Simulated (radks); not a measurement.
Values are calculated unless marked as measured or tabulated.
Numerical settings for neutral lutetium, [Xe] 4f14 5d1 6s2. Code: a radial shooting solver on a logarithmic mesh with Libxc functionals. Model: scalar-relativistic Kohn-Sham, PBE, spin-polarised, spherical densities, finite nucleus; open shells are filled with parallel spins first (spin-orbit coupling, left out, can overturn this in heavy ions); Fermi nuclear charge, rms radius 5.37 fm. The defaults (mesh step 0.008 in ln r, mesh end at 40 bohr or more with all orbitals vanishing there, Anderson mixing 0.5 over 9 steps, residual threshold near 1e-9 with the energy settled to 1e-9 hartree or 1e-11 of itself, here a cap of 98 iterations) give E = -14561.4752 hartree and 5d at -1.951 eV in 17 iterations. Run on one thread of a shared host, so times are rough (Arm Neoverse N1): 0.44 s of CPU time, 0.44 s wall, 17 iterations on 2440 mesh points. Changes against that run (0 stands for a change within the tolerance of the run):

setting                     iterations         converged  E (mhartree)  e(5d) (meV)  CPU (s)
mesh step in ln r 0.02              16               yes             0            0     0.19
mesh step in ln r 0.05              16               yes       -0.0518            0      0.1
mesh step in ln r 0.2                4                no      diverged            -     0.02
mesh end (bohr) 3                   17  level above zero     +2.88e+03    +2.16e+04     0.34
mesh end (bohr) 8                   18               yes         +11.8         +524      0.4
residual threshold 1e-13            37               yes             0            0     0.63
residual threshold 1e-05            13               yes             0      -0.0152     0.37
mixing 0.05                         57               yes             0            0      1.4
linear mixing, mixing 0.05          98                no        -0.202        -7.56      2.1
linear mixing, mixing 1             98                no     +1.14e+06    +1.96e+03      7.5
mixing history 2                    34               yes             0            0     0.72
iteration cap 8                      8                no       +0.0418        -25.4     0.24

Settled on a wrong energy, with an occupied level pushed above zero by the early mesh end: mesh end (bohr) 3 (+2.88 hartree). Apart from these: settings that end as converged yet miss the energy by more than 1 mhartree: mesh end (bohr) 8 (+0.0118 hartree). A mesh that ends early acts as a hard wall.
